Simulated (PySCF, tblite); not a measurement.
Write Cartesian coordinates for InChI=1S/C7H11FO/c1-4-5-7(2,6-8)9-3/h1H,5-6H2,2-3H3/t7-/m0/s1 as optimised with GFN2-xTB.

```xyz
20
C7H11FO angstrom
C      3.169   -0.724    0.030
C      2.125   -0.323   -0.397
C      0.861    0.165   -0.901
C     -0.323   -0.233    0.013
C     -0.355   -1.751    0.214
C     -0.164    0.427    1.394
F      0.129    1.767    1.309
O     -1.571    0.066   -0.594
C     -1.918    1.421   -0.770
H      4.088   -1.074    0.395
H      0.679   -0.248   -1.896
H      0.917    1.255   -0.978
H     -0.579   -2.226   -0.736
H     -1.139   -2.012    0.920
H      0.602   -2.109    0.581
H     -1.089    0.338    1.971
H      0.667   -0.038    1.933
H     -2.044    1.943    0.182
H     -2.873    1.404   -1.295
H     -1.187    1.962   -1.378
```

Any rigid rotation of these coordinates is as good. Atoms count from 1 in this order. The C–C distances run from 1.197 Å (C1≡C2, drawn triple) to 1.548 Å (C3–C4, drawn single), a spread of 0.351 Å. Of the pairs four or more bonds apart, C2···H15 is among the closest relative to their van der Waals radii: 2.54 Å, 88 % of the sum of Bondi's values. O8 (ether oxygen) is bent (angle 118.2°).

Bonds between heavy atoms (Å): C1≡C2 1.197, C2–C3 1.447, C3–C4 1.548, C4–C5 1.531, C4–C6 1.538, C6–F7 1.375, C4–O8 1.420, O8–C9 1.410.

The geometry is computed with GFN2-xTB (gas phase).

Point group: C1 (no symmetry element, even within 0.4 Å). Its GFN2-xTB frequencies are all real (lowest 51 cm⁻¹). One conformer, not necessarily the lowest (C2–C3–C4–C5 -55°, C3–C4–C6–F7 48°, C3–C4–O8–C9 -68°). 3 starts were optimised and ended at 0.00, 0.93 and 3.47 kcal/mol (GFN2-xTB); the lowest of these is shown.
